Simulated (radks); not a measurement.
Effect of the nuclear size on neutral dysprosium, [Xe] 4f10 6s2. All-electron calculation, Dirac Kohn-Sham, PBE, spin-unpolarised, spherical densities, finite nucleus; open shells are shared between the two j in proportion to 2j + 1; Fermi nuclear charge, rms radius 5.2218 fm. Program: a radial shooting solver on a logarithmic mesh with Libxc functionals. The rms radius is varied about that value; shifts are against it.

rms radius (fm) = 4.1983: total energy shift (eV) -9.36; density at nucleus (e/bohr^3) 7.855e+05; 1s1/2 shift (meV) -3850; 2s1/2 shift (meV) -504; 5s1/2 shift (meV) -3.76; 5p1/2 shift (meV) 0.438; 6s1/2 shift (meV) -0.140; 4f7/2 shift (meV) 0.716; 6p1/2 (empty) shift (meV) 0.144
rms radius (fm) = 4.9137: total energy shift (eV) -2.97; density at nucleus (e/bohr^3) 7.526e+05; 1s1/2 shift (meV) -1220; 2s1/2 shift (meV) -160; 5s1/2 shift (meV) -1.19; 5p1/2 shift (meV) 0.139; 6s1/2 shift (meV) -0.044; 4f7/2 shift (meV) 0.228; 6p1/2 (empty) shift (meV) 0.046
rms radius (fm) = 5.2218: total energy shift (eV) 0; density at nucleus (e/bohr^3) 7.403e+05; 1s1/2 shift (meV) 0.000; 2s1/2 shift (meV) 0.000; 5s1/2 shift (meV) 0.000; 5p1/2 shift (meV) 0.000; 6s1/2 shift (meV) 0.000; 4f7/2 shift (meV) 0.000; 6p1/2 (empty) shift (meV) 0.000
rms radius (fm) = 5.7231: total energy shift (eV) 5.12; density at nucleus (e/bohr^3) 7.221e+05; 1s1/2 shift (meV) 2100; 2s1/2 shift (meV) 276; 5s1/2 shift (meV) 2.06; 5p1/2 shift (meV) -0.239; 6s1/2 shift (meV) 0.076; 4f7/2 shift (meV) -0.392; 6p1/2 (empty) shift (meV) -0.079
rms radius (fm) = 6.3915: total energy shift (eV) 12.5; density at nucleus (e/bohr^3) 7.007e+05; 1s1/2 shift (meV) 5120; 2s1/2 shift (meV) 672; 5s1/2 shift (meV) 5.01; 5p1/2 shift (meV) -0.583; 6s1/2 shift (meV) 0.186; 4f7/2 shift (meV) -0.954; 6p1/2 (empty) shift (meV) -0.191

Slopes of the eigenvalues against <r^2> in GHz/fm^2, as finite differences over the two radii next to the reference (eigenvalue slopes, not the field-shift constants of lines): 1s1/2 93400, 2s1/2 12200, 5s1/2 91.3, 5p1/2 -10.6, 6s1/2 3.39, 4f7/2 -17.4, 6p1/2 (empty) -3.49.
